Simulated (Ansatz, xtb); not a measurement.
**C4H6BBrO: 4 structures ranked**

4 gas-phase structures of C4H6BBrO, from a drawn sample of its isomers (lower ones may exist). Each was relaxed with GFN2-xTB:

A. `BrB1C=CCCO1`, a singlet
B. `BrB[C@@H]1CC=CO1`, a singlet
C. `BrB1CC=CCO1`, a singlet
D. `BrB1CCC=CO1`, a singlet

Problem. Which do you expect lowest at r2SCAN-D4/def2-SVP, and how would the others follow?

Solution. Calculated order at r2SCAN-D4/def2-SVP: A (0.0), D (0.9), C (1.2), B (57.1) kcal/mol. Less than 1 kcal/mol parts A and D; D and C, so the order within those pairs means little.

Energies above the lowest of each column, in kcal/mol; the last columns are at B3LYP-D3(BJ)/def2-SVP geometries and were run for some of them only (a dash: not run or not comparable):

| structure | GFN2-xTB | HF/STO-3G | r2SCAN-D4/def2-SVP | B3LYP-D3(BJ)/def2-SVP | CCSD(T)/def2-SVP + ΔMP2/def2-TZVPP |
| --- | --- | --- | --- | --- | --- |
| A | 2.9 | 0.4 | 0.0 | 0.0 | 0.0 |
| D | 0.0 | 0.0 | 0.9 | 1.3 | 1.9 |
| C | 1.7 | 2.4 | 1.2 | 1.2 | 1.6 |
| B | 36.0 | 54.9 | 57.1 | – | – |

CCSD(T)/def2-SVP + ΔMP2/def2-TZVPP puts A lowest of those it was run on; GFN2-xTB picks D, HF/STO-3G picks D. CCSD(T)/def2-SVP + ΔMP2/def2-TZVPP orders those it was run on as A (0.0), C (1.6), D (1.9) kcal/mol. Less than 1 kcal/mol parts C and D, so the order within that pair means little. Flexible structures stand in one conformer each, not always the lowest. Frequencies (GFN2-xTB) were run for A, C, D alone. ΔMP2 is the change of the MP2 energy from the smaller to the larger basis.

Over these structures GFN2-xTB departs from r2SCAN-D4/def2-SVP by 8.2 kcal/mol on average once a common shift is removed. A GFN2-xTB relaxation took about 0.15 s and the r2SCAN-D4/def2-SVP energy about 2.9 s on a shared host (Ansatz 0.2.0, xtb 6.7.1).
